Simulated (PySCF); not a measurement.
I⁺: ionisation energy

I⁺ [Kr] 4d10 5s2 5p4 (3P) → I²⁺ [Kr] 4d10 5s2 5p3 (4S), as a difference of total energies. Computed with PySCF 2.14 in aug-cc-pVQZ-DK3 (9s8p6d3f2g, 102 functions), with the spin-free X2C one-electron Hamiltonian (Gaussian nucleus). Correlated levels: valence: [Kr] 4d10 frozen. The calculations carry no spin-orbit coupling.

```json
{"method": "UHF", "ionisation energy (eV)": "17.672"}
{"method": "LDA", "ionisation energy (eV)": "19.045"}
{"method": "PBE", "ionisation energy (eV)": "18.726"}
{"method": "PBE0", "ionisation energy (eV)": "18.743"}
{"method": "r2SCAN", "ionisation energy (eV)": "18.749"}
{"method": "wB97X", "ionisation energy (eV)": "18.966"}
{"method": "MN15", "ionisation energy (eV)": "18.692"}
{"method": "M06-2X", "ionisation energy (eV)": "18.412"}
{"method": "MP2 (valence)", "ionisation energy (eV)": "18.411"}
{"method": "SCS-MP2 (valence)", "ionisation energy (eV)": "18.496"}
```

How much does correlation contribute at MP2 (valence)?

18.411 − (17.672) = 0.739 eV, measured against UHF.

A first-order spin-orbit estimate (lowest level to lowest level, LS coupling) adds 0.337 eV.

Errors of the correlated levels include the incompleteness of this basis and the frozen core.

For comparison: 19.131 eV (measured; NIST Atomic Spectra Database, ionization energies).
